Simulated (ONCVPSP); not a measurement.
What the settings do to the ONCV potential of Ru

Base potential:

ONCVPSP 4.0.1 input, shortened (lines: element, Z, core and valence counts, functional; n l f; lmax; l rc ep ncon nbas qcut; lloc lpopt rc5 dvloc0; l nproj debl; icmod fcfact rcfact), LDA (Perdew-Wang 92), scalar-relativistic:

```
  Ru 44.00    6    3  -001012      upf
    1    0    2.00
    2    0    2.00
    2    1    6.00
    3    0    2.00
    3    1    6.00
    3    2   10.00
    4    0    2.00
    4    1    6.00
    4    2    5.00
    2
    0    1.20    0.00    4    7    6.30
    1    1.75    0.00    3    6    7.40
    2    2.10    0.00    4    9    7.30
    4    2    1.00    0.00
    0    2    3.60
    1    1    0.40
    2    2    2.50
    2    0.25    0.90
```

In the s channel the program set the typed energies aside and used -4.084, 0.250 Ha.

Cutoffs, loose and tight: the cutoffs (Ha) at which the residual kinetic energy of the hardest occupied pseudo-wave falls to 1 and 0.1 mHa per electron. They do not see the model core or the augmentation charge, which bear on the density cutoff. Test errors are all-electron minus pseudo excitation energies from the reference, over the configurations 4s2 4p6 4d7 5s1; 4s2 4p6 4d7; 4s2 4p6 4d6; 4s2 4p6 4d6 5s1. A dash means not determined; rows that change the core or the reference have their own tests.

| change | outcome | cutoff, loose | cutoff, tight | bound ghosts | GHOST(+) flags above zero | largest test error (meV) |
| --- | --- | --- | --- | --- | --- | --- |
| base | generated, projector energies reset by the program | 75 Ha | 90 Ha | none | s | +46 |
| p: qcut 8.2 | generated, projector energies reset by the program | 75 Ha | 90 Ha | none | s | +45 |
| local potential polynomial inside 1.00 bohr (lpopt 2, dvloc0 -1.5 Ha) | generated, projector energies reset by the program | 75 Ha | 90 Ha | none | s | +46 |
| s: qcut 3.8 | generated, projector energies reset by the program | 86 Ha | 118 Ha | none | none | +46 |
| d: rc 2.46 | generated, projector energies reset by the program | 75 Ha | 90 Ha | none | s | +106 |
| p: rc 1.64 | generated, projector energies reset by the program | 75 Ha | 90 Ha | none | s | +45 |
